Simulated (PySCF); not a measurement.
Compound: p-diethylbenzene, C10H14.
SMILES: `C(C)c1ccc(cc1)CC`

A linear-response calculation (PySCF, def2-SVPD basis, gas phase, vertical, core orbitals frozen in the response) gave these numbers; the functional is withheld.

Orbital energies (eV): HOMO-3 -10.62, HOMO-2 -10.59, HOMO-1 -8.37, HOMO -7.88, LUMO 0.90, LUMO+1 0.94, LUMO+2 1.42.

| state | E (eV) | f | main configurations (H = HOMO, L = LUMO) |
| --- | --- | --- | --- |
| S1 | 5.30 | 0.0050 | H→L (62%), H-1→L+1 (29%) |
| S2 | 5.94 | 0.094 | H→L+1 (64%), H-1→L (27%) |
| S3 | 6.77 | 0.0003 | H→L+2 (91%) |
| S4 | 6.83 | 0.909 | H-1→L (63%), H→L+1 (28%) |
| S5 | 6.84 | 0.360 | H-1→L+1 (59%), H→L (30%) |
| S6 | 7.16 | 0.0000 | H-1→L+2 (85%) |

Triplets (Tamm–Dancoff): T1 4.00 eV, H→L+1 (51%), H-1→L (33%); T2 4.57 eV, H→L (85%); T3 4.72 eV, H-1→L (59%), H→L+1 (32%); T4 5.23 eV, H-1→L+1 (80%).

Vertical ionisation energy by ΔSCF with the same functional: 8.43 eV. Mean static polarisability: 119.1 au.

Problem. Which of these was used?
A. PBE
B. B3LYP
C. CAM-B3LYP
D. HF

Solution. C. CAM-B3LYP is range-separated, 19% exact exchange at short range and 65% at long range (ω = 0.33 bohr⁻¹). In this run −ε(HOMO) = 7.88 eV differs from the ΔSCF value by -0.55 eV, and S1 differs from the orbital gap of 8.78 eV by -3.48 eV. The ratio −ε(HOMO)/IP is 0.93. Usual ranges for neutral molecules in this basis: 0.85 to 0.93 with CAM-B3LYP, 0.5 to 0.7 with PBE, 0.67 to 0.83 with B3LYP; Hartree–Fock can't fall below 1, since the ion's relaxation only lowers the ΔSCF value. The other options: PBE, a GGA without exact exchange; HF, time-dependent Hartree–Fock, 100% exact exchange; B3LYP, a global hybrid with 20% exact exchange.

Theory: TDDFT CAM-B3LYP/def2-SVPD, vertical, gas phase, core orbitals frozen in the response in PySCF 2.14.0, density-fitted response routines. Geometry: PBE0-D3(BJ)/def2-SVP, one conformer, isolated molecule.

On one thread of an Arm Neoverse V1, no GPU, shared host with 32 logical CPUs at a one-minute load of 11, this took 5.8 min and 1.7 GiB of memory at its peak.

Conformer computed: `[CH3:1][CH2:2][c:3]1[cH:4][cH:5][c:6]([CH2:7][CH3:8])[cH:9][cH:10]1`: C1–C2–C3–C4 91°, C5–C6–C7–C8 88°.
